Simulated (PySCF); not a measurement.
Spectrum to structure. Level of theory: TDDFT PBE0/def2-SVPD, vertical, gas phase, core orbitals frozen in the response (PySCF 2.14.0, density-fitted response routines). Geometries: GFN2-xTB, one conformer each.

```
state  E (eV)  λ (nm)       f
   S1    7.17   172.8   0.288
   S2    7.59   163.4  0.0015
   S3    7.70   161.1   0.029
   S4    8.14   152.4   0.043
   S5    8.40   147.5   0.024
   S6    8.56   144.9  0.0047
```

Question: Which candidate is it?
A. `N#C[C@]12C[C@@H]3[C@H](C1)[C@@H]32`
B. `Nc1ccc2c(c1)C2`
C. `C=C(CF)CC(F)(F)F`

Answer: C. Its S1, at 7.17 eV, is the highest among the candidates; the nearest of the others has S1 at 6.77 eV. S1 is HOMO→LUMO (90%). Löwdin shares by element: HOMO carbon 81% or more (atoms not listed hold the other 19%); LUMO carbon 64% or more, hydrogen 12% or more (atoms not listed hold the other 23%). At the same level the other candidates give, for their lowest levels:
- `Nc1ccc2c(c1)C2`: 4.53 eV (f 0.074); 5.29 eV (f 0.052); 5.44 eV (f 0.066); 5.83 eV (f 0.004); 5.89 eV (f 0.005); T1 3.62 eV; HOMO -5.70, LUMO -0.22 eV
- `N#C[C@]12C[C@@H]3[C@H](C1)[C@@H]32`: 6.77 eV (f 0.001); 7.19 eV (f 0.000); 7.38 eV (f 0.011); 7.47 eV (f 0.000); 7.60 eV (f 0.020); T1 6.09 eV; HOMO -7.90, LUMO 0.28 eV

Shape of the structure used: `[CH2:1]=[C:2]([CH2:3][F:4])[CH2:5][C:6]([F:7])([F:8])[F:9]`: C1–C2–C3–F4 -129°, C1–C2–C5–C6 -86°, C2–C5–C6–F7 -178°.
Triplets come from the Tamm–Dancoff approximation.
